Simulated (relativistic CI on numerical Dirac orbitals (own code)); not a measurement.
Computed by Dirac-Coulomb-Breit CI, orbitals from a KLI potential per configuration, a model potential for QED, unscaled Slater integrals (own radial code, finite nucleus).

The strongest absorption lines from the ground level of an ion, among the configurations computed and to levels below about 8720 eV (vacuum wavelength in Å, gf): 1.4337 (0.098), 1.4867 (0.27), 1.5930 (0.52), 1.8461 (0.31), 1.8902 (0.074), 1.9093 (1.4), 2.0773 (2.4), 2.2516 (0.14).

Problem. Which ion is it?
A. Tb LVI
B. Pm L
C. Pm LII
D. La XLVIII

Solution. C. Pm LII has 10 electrons and the ground level 2s²2p⁶ ¹S0; the strongest line goes to 2s²2p⁵3d ¹P°1. The pattern of lines fixes the number of electrons, and along that sequence the line energies rise steadily with the charge (about as its square where n changes within one kind of shell, about linearly where n is kept but much faster in heavy ions where fine structure, which grows about as Z⁴, sets the gap, and irregularly where shells cross), which fixes Z. Configurations outside the model, such as inner-shell arrays, can give stronger lines. At this charge energies of transitions that change n are usually good to better than 1 %, and those within a shell (Δn = 0) to a few per cent.

LS names give the leading component of a level, which can be under half, so a name can repeat, a term be missing and a line seem to break the LS rules.
